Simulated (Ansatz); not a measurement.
C2H6BClO, SMILES `COB(C)Cl` at its PBE0-D4/def2-TZVP geometry, where that method's forces vanish. Charge 0, multiplicity 1.

```xyz
11

C    -0.7835   -1.3104   -0.7446
O     0.5468   -1.0413   -0.3603
B     0.9742    0.0868    0.2260
C     0.1290    1.3456    0.6099
Cl    2.7095    0.0939    0.6164
H    -0.7802   -1.6410   -1.7844
H    -1.1755   -2.1166   -0.1212
H    -1.4307   -0.4369   -0.6480
H    -0.8734    1.3774    0.1809
H     0.6579    2.2578    0.3255
H     0.0259    1.3846    1.6997
```

**Question.** What forces (eV/Å) does ωB97M-V/def2-TZVPP give on these atoms in Ansatz? (Estimate.)

**Answer.** The calculation gave: 
```
C1  -0.334 -0.083 -0.098
O2   0.191 -0.055  0.010
B3  -0.023  0.073  0.026
C4  -0.093  0.105  0.029
Cl5  0.117  0.008  0.031
H6  -0.007  0.033  0.095
H7   0.031  0.076 -0.058
H8   0.058 -0.086 -0.014
H9   0.079  0.010  0.038
H10 -0.032 -0.070  0.015
H11  0.011 -0.010 -0.074
```
